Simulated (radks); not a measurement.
Values are calculated unless marked as measured or tabulated.
Question: Au28+, configuration [Kr] 4d10 4f5. Level of theory: scalar-relativistic Kohn-Sham, PBEsol, spin-polarised, spherical densities, finite nucleus; open shells are filled with parallel spins first (spin-orbit coupling, left out, can overturn this in heavy ions); Fermi nuclear charge, rms radius 5.4371 fm (a radial shooting solver on a logarithmic mesh with Libxc functionals). Some entries of the table are withheld. Estimate them.

orbital  occ.  eigenvalue (eV)  r(max) (bohr)  <r^2> (bohr^2)
1s down     1        -81655.28        0.01043       0.0003935
1s up       1        -81655.26        0.01043       0.0003935
2s up       1        -15185.88        0.06020        0.006001
2s down     1        -15185.63        0.06020        0.006000
2p up       3        -13261.67        0.04982        0.005050
2p down     3        -13261.47        0.04982        0.005049
3s up       1        -4305.554         0.1696         0.03853
3s down     1        -4299.678         0.1695         0.03846
3p up       3        -3746.636         0.1689         0.03952
3p down     3        -3740.680         0.1688         0.03944
3d up       5        -3149.712         0.1376         0.03269
3d down     5        -3145.139         0.1374         0.03260
4s up       1              (1)         0.3754          0.1726
4s down     1              (2)         0.3755          0.1730
4p up       3        -1416.133            (3)          0.1909
4p down     3        -1407.793            (4)          0.1914
4d up       5        -1188.618         0.3927          0.2016
4d down     5        -1180.359         0.3930          0.2025
4f up       5        -944.7398         0.3396          0.1895
4f down     0        -935.4968         0.3405          0.1911

Answer: 
(1) 4s up eigenvalue (eV): -1609.178
(2) 4s down eigenvalue (eV): -1600.418
(3) 4p up r(max) (bohr): 0.3920
(4) 4p down r(max) (bohr): 0.3922
